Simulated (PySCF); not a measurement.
(E)-1-chloro-1-fluoroprop-1-ene (C₃H₄ClF), SMILES C/C=C(\F)Cl. The structure is a stationary point at B3LYP-D3(BJ)/def2-SVP.

Computed with B3LYP-D3(BJ)/def2-SVP in PySCF.

Harmonic wavenumbers (cm⁻¹): 141, 209, 229, 381, 465, 560, 767, 824, 998, 1046, 1062, 1154, 1326, 1401, 1459, 1461, 1760, 3025, 3085, 3142, 3204. Rotational constants (GHz): 8.743, 2.389, 1.899; symmetry number 1.

### Question
Work out the zero-point energy and the ideal-gas rigid-rotor harmonic-oscillator thermochemistry at 298.15 K and 1 atm.

### Answer
ZPE = ½ Σ hcν = ½ × 27700 cm⁻¹ = 39.60 kcal/mol. H − E(el) = 43.72 kcal/mol. Entropy in cal/(mol K): translation 39.55, rotation 26.50, vibration 9.83, total 75.88. G − E(el) = 21.10 kcal/mol. Cp = 20.46 cal/(mol K). Modes under 150 cm⁻¹ make the vibrational entropy uncertain.
